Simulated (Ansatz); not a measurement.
Ansatz (a first-principles code) input (CCSD(T)/aug-pcseg-2):

Ansatz 0.2 input:
```yaml
crystal:
  periodic: [false, false, false]
  atoms:
    - {symbol: Si, position_ang: [-0.01469801, -0.50408292, -0.01115471]}
    - {symbol: O, position_ang: [-0.14847962, 1.01906834, 0.01640263]}
    - {symbol: H, position_ang: [1.39360918, -1.09538579, 0.02494486]}
basis:
  gaussian:
    orbitals: aug-pcseg-2
magnetization: {spin_polarized: true, initial_magnetization: 1}
correlation: {method: ccsd_t, electrons: outside_noble_gas}
```

Output:

```
Functional definition: HF
integrals: 0.29 GiB planned
768 factors; integrals over basis functions are off by at most 1.0e-3 eV
mean field: 0.27 GiB planned
mean field evaluation 1: about -9909.8960 eV, gradient 3.4e1 eV
mean field evaluation 2: about -9909.8987 eV, gradient 3.4e1 eV
mean field evaluation 4: about -9914.8173 eV, gradient 2.8e0 eV
mean field evaluation 8: about -9914.9296 eV, gradient 5.4e-3 eV
mean field evaluation 16: about -9914.8133 eV, gradient 2.8e0 eV
mean field evaluation 32: about -9911.7064 eV, gradient 7.7e-2 eV
mean field evaluation 64: about -9914.9230 eV, gradient 9.2e-1 eV
mean field evaluation 96: about -9914.4350 eV, gradient 2.6e0 eV
mean field evaluation 128: about -9911.7063 eV, gradient 4.4e-2 eV
mean field evaluation 160: about -9911.3623 eV, gradient 5.0e0 eV
mean field evaluation 192: about -9912.8622 eV, gradient 3.3e-3 eV
mean field evaluation 224: about -9910.4856 eV, gradient 7.2e0 eV
mean field evaluation 256: about -9913.0551 eV, gradient 3.2e-3 eV
mean field evaluation 288: about -9911.8359 eV, gradient 3.5e-1 eV
mean field evaluation 320: about -9911.7658 eV, gradient 4.2e0 eV
mean field evaluation 352: about -9908.8554 eV, gradient 5.2e-3 eV
mean field evaluation 384: about -9912.0686 eV, gradient 1.5e0 eV
mean field evaluation 416: about -9914.5913 eV, gradient 1.8e0 eV
mean field evaluation 448: about -9908.2308 eV, gradient 2.4e1 eV
mean field evaluation 480: about -9911.8452 eV, gradient 2.5e-2 eV
mean field evaluation 512: about -9911.9043 eV, gradient 1.1e0 eV
mean field evaluation 544: about -9912.8622 eV, gradient 1.1e-4 eV
mean field evaluation 576: about -9914.9296 eV, gradient 2.2e-3 eV
mean field evaluation 608: about -9911.6161 eV, gradient 1.8e0 eV
mean field evaluation 640: about -9913.0551 eV, gradient 1.4e-2 eV
mean field -9914.92958519 eV, -364.3669416752 hartree, gradient 2.9e-6 eV, S^2 0.773665; 15 other end points of the search recorded, 0 dependent functions left out
determinant -9914.92958519 eV, -364.3669416752 hartree, with singles and doubles -9924.34353481 eV, -364.7128979425 hartree
determinant -9913.05508766 eV, -364.2980551614 hartree, with singles and doubles -9921.43251728 eV, -364.6059200214 hartree
determinant -9912.86216618 eV, -364.2909654279 hartree, with singles and doubles -9921.29998664 eV, -364.6010496105 hartree
determinant -9912.31228861 eV, -364.2707577998 hartree, with singles and doubles -9921.29653829 eV, -364.6009228857 hartree
determinant -9911.84524676 eV, -364.2535943283 hartree, with singles and doubles -9921.58594447 eV, -364.6115583667 hartree
determinant -9911.70640676 eV, -364.2484920524 hartree, with singles and doubles -9919.73552783 eV, -364.5435568094 hartree
determinant -9911.67813319 eV, -364.2474530179 hartree, with singles and doubles -9919.78774680 eV, -364.5454758213 hartree
6 core orbitals not correlated
reference -9914.92958519 eV, -364.3669416752 hartree; 6, 5 occupied and 107, 108 virtual orbitals, 768 factors
second order -9.17310703 eV of doubles, -0.00000000 eV of singles
coupled cluster: 0.71 GiB planned
cycle   1  -9.32552748 eV  change   -4.1e-1 eV  update   2.2e-2
cycle   2  -9.34799356 eV  change   -2.2e-2 eV  update   6.4e-3
cycle   3  -9.34612956 eV  change    1.9e-3 eV  update   3.9e-3
cycle   4  -9.34788794 eV  change   -1.8e-3 eV  update   1.8e-3
cycle   5  -9.34845615 eV  change   -5.7e-4 eV  update   1.2e-3
cycle   6  -9.34913807 eV  change   -6.8e-4 eV  update   6.9e-4
cycle   7  -9.34899872 eV  change    1.4e-4 eV  update   3.2e-4
cycle   8  -9.34908456 eV  change   -8.6e-5 eV  update   1.3e-4
cycle   9  -9.34904771 eV  change    3.7e-5 eV  update   5.0e-5
cycle  10  -9.34901324 eV  change    3.4e-5 eV  update   2.2e-5
cycle  11  -9.34901111 eV  change    2.1e-6 eV  update   9.0e-6
perturbative correction -0.47142413 eV, -0.0173245173 hartree
Total energy: -9924.75002044 eV, -364.7278360140 hartree
```
